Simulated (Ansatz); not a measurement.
Frontier orbitals of `[NH2][SnH]([OH])[F]`.

Z-matrix (Å, degrees):
```
Sn
O 1 1.945
F 1 1.930 2 102.4
N 1 1.992 2 105.0 3 -117.7
H 1 1.694 2 115.6 3 115.1
H 2 0.961 1 112.0 3 -17.7
H 4 1.011 1 115.5 2 175.1
H 4 1.011 1 113.7 2 48.0
```

Total charge 0; spin multiplicity 1. Correlated methods include outer-core shells of Sn, which these sets cover unevenly. Sn: def2 effective core potential. The structure was optimised at the PBE0-D4/def2-TZVP level. It is one conformer, not always the lowest. Basis def2-TZVPP, Ansatz.

| functional | HOMO (eV) | LUMO (eV) | gap (eV) |
| --- | --- | --- | --- |
| PBE | -6.55 | -1.78 | 4.77 |
| r2SCAN | -6.88 | -1.44 | 5.44 |
| PBE0 | -8.05 | -0.80 | 7.25 |
| r2SCAN0 | -8.28 | -0.58 | 7.70 |
| ωB97M-V | -10.45 | 1.06 | 11.51 |

From PBE to PBE0 the HOMO moves by −1.50 eV and the LUMO by +0.98 eV, and with ωB97M-V by −3.90 and +2.83 eV, so the gap grows from 4.77 to 11.51 eV with exact exchange. A positive LUMO is unbound and depends on the basis.
